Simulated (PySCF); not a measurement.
```xyz
19

C      3.4410    -0.6389    -0.5148
C      2.1639    -1.0231    -0.4065
C      0.9955    -0.1714    -0.1547
C      1.0815     1.2229    -0.0054
C     -0.0502     1.9906     0.2337
C     -1.2838     1.3565     0.3243
F     -2.3716     2.0980     0.5549
C     -1.4343    -0.0210     0.1844
Si    -3.1346    -0.8125     0.3189
C     -0.2721    -0.7640    -0.0561
H      3.7526     0.4050    -0.4207
H      4.2303    -1.3695    -0.7041
H      1.9348    -2.0896    -0.5133
H      2.0508     1.7203    -0.0777
H      0.0054     3.0742     0.3512
H     -4.0605    -0.2794    -0.7236
H     -3.7373    -0.5661     1.6623
H     -2.9616    -2.2826     0.1188
H     -0.3498    -1.8494    -0.1718
```

Charge 0, multiplicity 1.

Problem. Give the Mulliken and meta-Löwdin atomic charges from PBE0-D3(BJ)/def2-TZVP // PBE0-D3(BJ)/def2-SVP run with PySCF 2.14.0.

Solution. 
```json
[
 {"atom": "C1", "Mulliken (e)": "-0.25", "meta-Löwdin (e)": "-0.27"},
 {"atom": "C2", "Mulliken (e)": "-0.21", "meta-Löwdin (e)": "-0.11"},
 {"atom": "C3", "Mulliken (e)": "0.26", "meta-Löwdin (e)": "0.00"},
 {"atom": "C4", "Mulliken (e)": "-0.16", "meta-Löwdin (e)": "-0.10"},
 {"atom": "C5", "Mulliken (e)": "-0.22", "meta-Löwdin (e)": "-0.16"},
 {"atom": "C6", "Mulliken (e)": "0.27", "meta-Löwdin (e)": "0.30"},
 {"atom": "F7", "Mulliken (e)": "-0.19", "meta-Löwdin (e)": "-0.26"},
 {"atom": "C8", "Mulliken (e)": "-0.06", "meta-Löwdin (e)": "-0.27"},
 {"atom": "Si9", "Mulliken (e)": "0.17", "meta-Löwdin (e)": "0.47"},
 {"atom": "C10", "Mulliken (e)": "-0.28", "meta-Löwdin (e)": "-0.10"},
 {"atom": "H11", "Mulliken (e)": "0.12", "meta-Löwdin (e)": "0.12"},
 {"atom": "H12", "Mulliken (e)": "0.13", "meta-Löwdin (e)": "0.13"},
 {"atom": "H13", "Mulliken (e)": "0.11", "meta-Löwdin (e)": "0.12"},
 {"atom": "H14", "Mulliken (e)": "0.11", "meta-Löwdin (e)": "0.12"},
 {"atom": "H15", "Mulliken (e)": "0.13", "meta-Löwdin (e)": "0.14"},
 {"atom": "H16", "Mulliken (e)": "-0.02", "meta-Löwdin (e)": "-0.08"},
 {"atom": "H17", "Mulliken (e)": "-0.02", "meta-Löwdin (e)": "-0.08"},
 {"atom": "H18", "Mulliken (e)": "-0.03", "meta-Löwdin (e)": "-0.09"},
 {"atom": "H19", "Mulliken (e)": "0.12", "meta-Löwdin (e)": "0.12"}
]
```
